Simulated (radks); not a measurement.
Problem. Cd IV, 45 electrons, occupied as [Kr] 4d9 (the NIST ground configuration). All-electron calculation, non-relativistic Kohn-Sham, SOGGA, spin-unpolarised, spherical densities, point nucleus; relativity is left out, which matters for an element this heavy. Program: a radial shooting solver on a logarithmic mesh with Libxc functionals. Some entries of the table are withheld. Estimate them.

orbital,occ.,eigenvalue (hartree),r(max) (bohr),<1/r> (bohr^-1)
1s,2,-943.3898,0.02100,47.46
2s,2,-138.2017,0.1165,10.81
2p,6,-128.9477,(1),10.82
3s,2,-26.70504,0.3362,3.864
3p,6,-22.94461,0.3226,3.784
3d,10,-15.97865,0.2661,(2)
4s,2,-4.88062,(3),1.514
4p,6,-3.66943,0.8549,1.402
4d,9,-1.69969,0.9633,1.118
5s,0,-1.13052,(4),0.5489
5p,0,-0.86707,(5),0.4740

Solution. 
(1) 2p r(max) (bohr): 0.09129
(2) 3d <1/r> (bohr^-1): 3.636
(3) 4s r(max) (bohr): 0.8208
(4) 5s r(max) (bohr): 2.101
(5) 5p r(max) (bohr): 2.408
